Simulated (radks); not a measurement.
Species: the tungsten ion W2+. Configuration: [Xe] 4f14 5d4. Method: scalar-relativistic Kohn-Sham, SCAN, spin-unpolarised, spherical densities, finite nucleus; meta-GGA in the generalised Kohn-Sham scheme; Fermi nuclear charge, rms radius 5.3658 fm; computed with a radial shooting solver on a logarithmic mesh with Libxc functionals.

Normalised radial functions P(r) = r R(r), r in bohr:

r              5p      4f
0.001876   0.0049  0.0000
0.002502   0.0078  0.0000
0.003364   0.0128  0.0000
0.004486   0.0205  0.0000
0.005984   0.0325  0.0000
0.008045   0.0513  0.0000
0.01073    0.0783  0.0001
0.01431    0.1155  0.0003
0.01924    0.1638  0.0009
0.02566    0.2140  0.0025
0.03423    0.2506  0.0068
0.04602    0.2427  0.0180
0.06138    0.1547  0.0440
0.08186   -0.0264  0.1007
0.1101    -0.2522  0.2163
0.1468    -0.3622  0.4104
0.1958    -0.2054  0.6879
0.2632     0.2073  1.0115
0.3511     0.5234  1.2493
0.4683     0.3820  1.2947
0.6245    -0.2112  1.1218
0.8397    -0.8392  0.8106
1.12      -1.0391  0.4923
1.494     -0.8111  0.2473
2.008     -0.4224  0.0961
2.679     -0.1472  0.0288
3.573     -0.0308  0.0058
4.803     -0.0031  0.0006
6.406     -0.0001  0.0000

5p: eigenvalue -60.059 eV, 3 radial nodes at r = 0.0790, 0.230, 0.572 bohr, <r> = 1.25 bohr, 90 % of the charge inside 1.83 bohr. 4f: eigenvalue -49.844 eV, 0 radial nodes, <r> = 0.607 bohr, 90 % of the charge inside 1.01 bohr.
